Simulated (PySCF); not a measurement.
Ligand exchange on a metal centre used in film growth or etching (Hf OH-NH2). Gas-phase values, no solvent. One relaxed conformer stands for each flexible species; it need not be the lowest.

Computed with B3LYP-D3(BJ)/def2-TZVP // BP86-D3(BJ)/def2-SVP (PySCF). B3LYP has the VWN-RPA correlation part, as in Gaussian. 

| species | coordination number | HOMO–LUMO gap (eV) |
|---|---|---|
| 0 of 4 OH replaced by NH2 ([Hf(OH)4]) | [?] | 7.89 |
| 3 of 4 OH replaced by NH2 ([Hf(OH)(NH2)3]) | 4 | 6.22 |
| 4 of 4 OH replaced by NH2 ([Hf(NH2)4]) | 4 | 6.24 |

Question: Fill in the missing entries.

Answer: 
- 0 of 4 OH replaced by NH2 ([Hf(OH)4]), coordination number: 4
